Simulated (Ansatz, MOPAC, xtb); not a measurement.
Spectroscopic constants of SeO+, multiplicity 2 (lowest of 2S+1 = 2, 4 at CCSD(T)/def2-TZVPP on PBE0 minima; our sources give no spin for the ground state, which may be another). No spin–orbit coupling. Se is treated without relativity. The T1 diagnostic near the minimum is 0.075, so single-reference values are doubtful.

The constants come from a fifth-degree fit in 1/R (seven points, main isotopes). Runs in def2 and cc sets follow the lowest solution found near the PBE0 minimum.

The values were computed with Ansatz (a first-principles code); MOPAC for PM7 (differences of heats of formation); xtb for the GFN methods. Each number belongs to the level named beside it. The GFN methods have no spin term and hold the electronic entropy of 300 K.

```
level                 r_e (Å)  ω_e (cm⁻¹)  α_e (cm⁻¹)  ω_e x_e (cm⁻¹)
--------------------  -------  ----------  ----------  --------------
PM7                     1.546         938      0.0015             1.8
GFN1-xTB                1.550        1072      0.0034             3.9
GFN2-xTB                1.511        1036      0.0043             4.7
SVWN5/def2-TZVPP        1.583        1069      0.0030             4.5
PBE/def2-TZVPP          1.600        1033      0.0030             4.4
B97M-V/def2-TZVPP       1.572        1108      0.0030             4.6
B3LYP/def2-TZVPP        1.581        1090      0.0030             4.7
PBE0/def2-TZVPP         1.569        1130      0.0029             4.3
CAM-B3LYP/def2-TZVPP    1.566        1144      0.0030             4.4
wB97X-V/def2-TZVPP      1.564        1162      0.0029             4.2
wB97M-V/def2-TZVPP      1.566        1154      0.0028             4.0
```

The state reached by PM7 isn't checked; PM7 holds dispersion and hydrogen-bond terms.
